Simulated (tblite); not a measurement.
Compound: C₆H₁₀FO (doublet state).
SMILES with atom numbers: `[CH2:1][CH2:2][C@@H:3]1[CH2:4][O:5][C@@H:6]1[CH2:7][F:8]` (hydrogens: H9, H10 on C1; H11, H12 on C2; H13 on C3; H14, H15 on C4; H16 on C6; H17, H18 on C7)

The geometry is computed with GFN2-xTB (gas phase). This method treats the open shell by occupation alone, without spin polarisation.

**Question.** List the bond lengths, angles and torsions at this level.

**Answer.** 
| bond | length (bohr) | order |
| --- | --- | --- |
| C1–C2 | 2.783 | single |
| C2–C3 | 2.886 | single |
| C3–C4 | 2.899 | single |
| C4–O5 | 2.706 | single |
| O5–C6 | 2.700 | single |
| C6–C7 | 2.880 | single |
| C7–F8 | 2.594 | single |
| C3–C6 | 2.916 | single |
| C1–H9, C1–H10 | 2.025 | single |
| C2–H11 | 2.065 | single |
| C2–H12 | 2.084 | single |
| C3–H13 | 2.061 | single |
| C4–H14 | 2.064 | single |
| C4–H15 | 2.066 | single |
| C6–H16 | 2.073 | single |
| C7–H17 | 2.068 | single |
| C7–H18 | 2.065 | single |

Bonds in one row agree within 0.02 bohr and their mean is given. Orders are formal, as drawn. A selection of angles:
| angle | degrees |
| --- | --- |
| C2–C1–H9 | 120.4 |
| C2–C1–H10 | 120.8 |
| H9–C1–H10 | 118.6 |
| C1–C2–C3 | 111.8 |
| C1–C2–H11 | 109.7 |
| C1–C2–H12 | 110.4 |
| C3–C2–H11 | 111.0 |
| C3–C2–H12 | 107.0 |
| H11–C2–H12 | 106.8 |
| C2–C3–C4 | 117.2 |
| C2–C3–C6 | 119.3 |
| C2–C3–H13 | 109.2 |
| C4–C3–C6 | 84.5 |
| C4–C3–H13 | 113.0 |
| C6–C3–H13 | 111.9 |
| C3–C4–O5 | 91.5 |
| C3–C4–H14 | 116.2 |
| C3–C4–H15 | 115.1 |
| O5–C4–H14 | 111.7 |
| O5–C4–H15 | 111.6 |
| H14–C4–H15 | 109.6 |
| C4–O5–C6 | 92.7 |
| O5–C6–C7 | 111.2 |
| O5–C6–H16 | 111.6 |
| C7–C6–H16 | 108.6 |
| C3–C6–O5 | 91.2 |
| C3–C6–C7 | 119.0 |
| C3–C6–H16 | 114.2 |
| C6–C7–F8 | 110.3 |
| C6–C7–H17 | 109.5 |
| C6–C7–H18 | 112.1 |
| F8–C7–H17 | 107.6 |
| F8–C7–H18 | 107.5 |
| H17–C7–H18 | 109.8 |

Dihedral angles: C1–C2–C3–C4 -80° (synclinal); C2–C3–C4–O5 -122° (anticlinal); C3–C4–O5–C6 2° (synperiplanar); C4–O5–C6–C7 120° (anticlinal); O5–C6–C7–F8 180° (antiperiplanar); C2–C3–C6–O5 120° (anticlinal).

The 5 C–C bonds span 1.473 Å (C1–C2, drawn single) to 1.543 Å (C3–C6, drawn single), a spread of 0.070 Å. Of the pairs four or more bonds apart, H11···H18 is among the closest relative to their van der Waals radii: 2.28 Å, 95 % of the sum of Bondi's values. O5 (oxygen bonded to 2 C) is bent (angle 92.7°). The 4-membered ring C3–C4–O5–C6 has internal angles of 84.5° to 92.7°; it is almost planar, 0.01 Å rms from its mean plane, widest ring torsion 2°. C1 (carbon bonded to C and 2 H) is planar (angles 120.8°, 120.4° and 118.6°, sum 359.8°, 0.03 Å off the plane of its three neighbours).

Point group: C1 (no symmetry element, even within 0.4 Å). Its GFN2-xTB frequencies are all real (lowest 48 cm⁻¹). Torsions: H–C1–C2–C3 -38° and 147°, C1–C2–C3–C4 -80°, O5–C6–C7–F8 180°. 3 starts were optimised and ended at 0.00, 1.14 and 1.93 kcal/mol (GFN2-xTB); the lowest of these is shown.

One conformer stands for the species.
